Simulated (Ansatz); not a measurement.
`CC1=CC(C(F)(F)F)=[O+][Ti-]([F])([F])([F])[O]1` at its PBE0-D4/def2-TZVP geometry, where that method's forces vanish. The species carries charge 0 and has multiplicity 1.

```xyz
18

C    -2.7318   -0.1712    0.4276
C    -1.2455   -0.1886    0.3285
C    -0.5802    0.5404   -0.6848
C     0.7845    0.5187   -0.7488
C     1.5218    1.3037   -1.8367
F     2.3280    2.2041   -1.2819
F     2.2572    0.4791   -2.5762
F     0.6779    1.9451   -2.6452
O     1.5794   -0.1084    0.0277
Ti    1.3485   -1.2700    1.5792
F     0.9545   -2.9641    1.3980
F     3.1003   -1.3960    1.6237
F     1.0782   -0.6103    3.1760
O    -0.6191   -0.8637    1.1775
H    -3.1970    0.3551   -0.4034
H    -3.0124    0.3126    1.3672
H    -3.0993   -1.1981    0.4757
H    -1.1451    1.1115   -1.4040
```

(1) What forces (eV/Å) does ωB97M-V/def2-TZVPP give on these atoms in Ansatz 0.2.0? (An estimate is asked.)

## Answers

(1) Ansatz gave: 
```
C1  -0.250 -0.010  0.048
C2   0.021  0.004 -0.013
C3   0.079  0.144 -0.195
C4  -0.308  0.091 -0.100
C5  -0.090 -0.092  0.129
F6   0.146  0.162  0.108
F7   0.133 -0.157 -0.132
F8  -0.159  0.119 -0.149
O9   0.196 -0.095  0.113
Ti10 0.081  0.000 -0.005
F11 -0.029 -0.096 -0.004
F12  0.080 -0.010  0.008
F13 -0.022  0.031  0.093
O14 -0.030 -0.056  0.078
H15  0.039 -0.040  0.060
H16  0.035 -0.033 -0.080
H17  0.040  0.081 -0.013
H18  0.038 -0.042  0.053
```
